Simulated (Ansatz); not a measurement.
Molecule: GeBr2, net charge 0, singlet state. 
Structure (B3LYP-D3(BJ)/def2-TZVP (Ansatz, a program for electronic structure) minimum search):
```xyz
3

Ge    -0.0024    -0.0017     1.0279
Br     1.0252    -1.5196    -0.4700
Br    -1.0230     1.5212    -0.4697
```
Charge 0, spin multiplicity 1.

Property: vertical triplet-singlet gap (E(triplet) - E(singlet); each state is the SCF solution reached for its spin), in kJ/mol. Correlated levels leave the core frozen unless marked. Open shells are spin-unrestricted. No spin-orbit coupling. The frozen core is the preceding noble-gas configuration, with the filled d and f shells of earlier blocks. No relativistic terms. Basis-set limits of correlation are two-point, X^-3; Hartree-Fock from the larger set. The bracket is a focal-point correction in the basis named.

```csv
level,program,vertical triplet-singlet gap (kJ/mol)
BHLYP/def2-TZVPD,Ansatz,243.5
wB97M-V/def2-TZVPD,Ansatz,(withheld)
SCS-MP2/aug-cc-pVDZ,Ansatz,243.5
"RI-MP2/CBS(aug-cc-pVTZ,aug-cc-pVQZ)+[CCSD(T)-MP2]/aug-cc-pVTZ",Ansatz,(withheld)
```

Complete the blanks.


- wB97M-V/def2-TZVPD, vertical triplet-singlet gap (kJ/mol): 252.2
- RI-MP2/CBS(aug-cc-pVTZ,aug-cc-pVQZ)+[CCSD(T)-MP2]/aug-cc-pVTZ, vertical triplet-singlet gap (kJ/mol): 243.7
